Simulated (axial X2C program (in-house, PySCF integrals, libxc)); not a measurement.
# Spin–orbit effects down a group: molecules with K (ions), CCSD

All values come from calculations with an in-house relativistic program for diatomic molecules, spin-free (one-electron X2C) or two-component (2c: spin–orbit coupling with atomic mean-field Coulomb and Gaunt terms, which also bring small scalar terms), in Dyall basis sets with cores contracted in-house; open shells are unrestricted.

Basis sets: H dyall-v3z, K dyall-cv3z, Li dyall-cv3z, Na dyall-cv3z. Frozen shells (counts by l): KH⁺ K 2s1p, H none, 9 electrons correlated; LiK⁺ K 2s1p, Li 1s, 9 electrons correlated; NaK⁺ K 2s1p, Na 2s1p, 9 electrons correlated. Coupled cluster in natural virtuals with an MP2 remainder. Where the outer core of a metal is frozen, bonds come out longer and ionisation energies lower.

```json
{"molecule": "KH⁺", "spin-free state": "M_S = 1/2, Λ = 0", "Re (Å)": "3.062", "ωe (cm⁻¹)": "223.1", "De (eV)": "0.04", "2c state": "Ω = 1/2", "Re 2c (Å)": "3.062", "ωe 2c (cm⁻¹)": "223.1", "De 2c (eV)": "0.04"}
{"molecule": "LiK⁺", "spin-free state": "M_S = 1/2, Λ = 0", "Re (Å)": "3.886", "ωe (cm⁻¹)": "152.4", "De (eV)": "0.58", "2c state": "Ω = 1/2", "Re 2c (Å)": "3.885", "ωe 2c (cm⁻¹)": "152.7", "De 2c (eV)": "0.58"}
{"molecule": "NaK⁺", "spin-free state": "M_S = 1/2, Λ = 0", "Re (Å)": "4.136", "ωe (cm⁻¹)": "90.7", "De (eV)": "0.60", "2c state": "Ω = 1/2", "Re 2c (Å)": "4.136", "ωe 2c (cm⁻¹)": "90.7", "De 2c (eV)": "0.60"}
```

Problem. Work out the shifts from the spin-free to the two-component result.

Solution. 

```
molecule  2c state  ΔRe (Å)  Δωe (cm⁻¹)  ΔDe (eV)
     KH⁺   Ω = 1/2    0.000         0.0      0.00
    LiK⁺   Ω = 1/2   -0.001       noise      0.00
    NaK⁺   Ω = 1/2    0.000         0.0      0.00
```

Shifts of one unit in the last digit are rounding. Where the truncated virtual spaces of the two runs make Δωe unreliable it is marked noise.

Fragments in 2c: K+ + H, K+ + Li, K+ + Na. Each entry is the lowest single determinant of a limited PBE0 search at one distance. De goes to single-determinant-based atoms at the same level (for ions the charge split of lowest energy) and is withheld (n/a) where an atom does not fit its ground term or J level. Main or longest-lived isotopes.
